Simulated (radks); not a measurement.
Values are calculated unless marked as measured or tabulated.
Task: The table gives one normalised radial function P(r) = r R(r) of Co+ in [Ar] 3d8 (r in bohr). Code: a radial shooting solver on a logarithmic mesh with Libxc functionals. Model: non-relativistic Kohn-Sham, RPBE, spin-polarised, spherical densities, point nucleus; open shells are filled with parallel spins first.

r,P
0.002441,0.0012
0.00367,0.0028
0.005519,0.0061
0.0083,0.0132
0.01248,0.0283
0.01862,0.0580
0.028,0.1157
0.04211,0.2165
0.06332,0.3683
0.09523,0.5396
0.1432,0.6136
0.2153,0.3920
0.3238,-0.2231
0.487,-0.9363
0.7323,-1.1734
1.101,-0.8010
1.643,-0.3166
2.471,-0.0627
3.715,-0.0049
5.587,-0.0001
8.402,0.0000

Which n and l does it have? It may be an empty orbital.

Result: n = 3, l = 1: the number of nodes gives n - l - 1 = 1, the rise at small r (about r^(l+1)) gives l, and the extent must fit the shell. The curve is that of 3p down; the table hardly tells the two spins apart. 3p down: eigenvalue -67.069 eV, 1 radial node at r = 0.286 bohr, <r> = 0.829 bohr, 90 % of the charge inside 1.28 bohr.
